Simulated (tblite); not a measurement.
Species: C6H7O2 (doublet state).
SMILES with atom numbers: `[CH3:1][CH2:2][CH2:3][C:4]#[C:5][C:6]([O:7])=[O:8]` (hydrogens: H9, H10, H11 on C1; H12, H13 on C2; H14, H15 on C3)

Computed geometry: GFN2-xTB, gas phase. This method treats the open shell by occupation alone, without spin polarisation.

Task: Give the optimised bond lengths and angles.

Result: 
```csv
bond,length (Å),order
C1–C2,1.522,single
C2–C3,1.533,single
C3–C4,1.443,single
C4≡C5,1.204,triple
C5–C6,1.519,single
C6–O7,1.198,single
C6=O8,1.228,double
"C1–H9, C1–H10, C1–H11",1.087,single
"C2–H12, C2–H13",1.092,single
"C3–H14, C3–H15",1.094,single
```

Bonds in one row agree within 0.01 Å and their mean is given. Orders are formal, as drawn. A selection of angles:
```csv
angle,degrees
C2–C1–H9,110.2
C2–C1–H10,110.8
H9–C1–H10,108.5
H9–C1–H11,108.6
C1–C2–C3,111.7
C1–C2–H12,109.7
C3–C2–H12,109.2
C3–C2–H13,108.4
H12–C2–H13,108.0
C2–C3–C4,112.3
C2–C3–H14,110.0
C4–C3–H14,108.3
H14–C3–H15,108.8
C3–C4–C5,170.6
C4–C5–C6,172.1
C5–C6–O7,118.1
C5–C6–O8,100.4
O7–C6–O8,141.5
```

Torsions: C1–C2–C3–C4 65° (synclinal). The mirror-image conformer, all signs reversed, is as good.

Of the pairs four or more bonds apart, C4···H9 is among the closest relative to their van der Waals radii: 2.71 Å, 93 % of the sum of Bondi's values. The C–O distances run from 1.198 Å (C6–O7, drawn single in a drawing that doesn't fit all lengths) to 1.228 Å (C6=O8, drawn double in a drawing that doesn't fit all lengths), a spread of 0.030 Å. C6 (carbon bonded to C and 2 O) is planar (angles 141.5°, 118.1° and 100.4°, sum 360.0°, 0.00 Å off the plane of its three neighbours). The 5 C–C bonds span 1.204 Å (C4≡C5, drawn triple in a drawing that doesn't fit all lengths) to 1.533 Å (C2–C3, drawn single in a drawing that doesn't fit all lengths), a spread of 0.329 Å.

Point group: C1 (no symmetry element, even within 0.4 Å). Its lowest GFN2-xTB frequency is 11 cm⁻¹, too small to tell a flat minimum from a shallow saddle.
